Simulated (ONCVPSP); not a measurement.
An all-electron radial function and its pseudo partner (Br)

Columns: radius, all-electron u(r) and pseudo u(r) of the 3s shell (level -238.08 eV) of bromine in the configuration [Ne] 3s2 3p6 3d10 4s2 4p5; PBE, scalar-relativistic, ONCV scheme, ONCVPSP 4.0.1.

```tsv
r (bohr)	all-electron	pseudo
0.055	0.0008	0.0574
0.110	-0.7623	0.1607
0.165	-0.6818	0.3364
0.220	-0.1296	0.5806
0.275	0.4951	0.8608
0.330	0.9971	1.1291
0.385	1.3209	1.3399
0.440	1.4796	1.4646
0.495	1.5113	1.4968
0.550	1.4565	1.4498
0.605	1.3494	1.3475
0.660	1.2150	1.2145
0.715	1.0711	1.0707
0.770	0.9289	0.9286
0.825	0.7954	0.7951
0.880	0.6741	0.6738
0.935	0.5665	0.5663
0.990	0.4729	0.4727
1.045	0.3924	0.3923
1.100	0.3242	0.3241
1.155	0.2667	0.2666
1.210	0.2187	0.2186
1.265	0.1788	0.1787
1.320	0.1458	0.1457
1.375	0.1186	0.1185
1.430	0.0963	0.0963
```

**Question.** How many radial nodes do the two functions have?

**Answer.** The all-electron 3s function has n − l − 1 = 2; the pseudo-wave has 0, since the states of the same l below it are removed with the core.

**Question.** At about which radius was the pseudo-wave matched?

**Answer.** 0.70 bohr, where the columns begin to agree (steps of 0.06 bohr).

**Question.** Where does each function peak?

**Answer.** Outermost all-electron maximum near 0.49 bohr, pseudo maximum near 0.49 bohr (to the table’s step).

**Question.** Is the pseudo-wave norm-conserving?

**Answer.** Yes: the ONCV scheme keeps the norm inside the radius equal to the all-electron one, which fixes the energy derivative of the logarithmic derivative at the level.
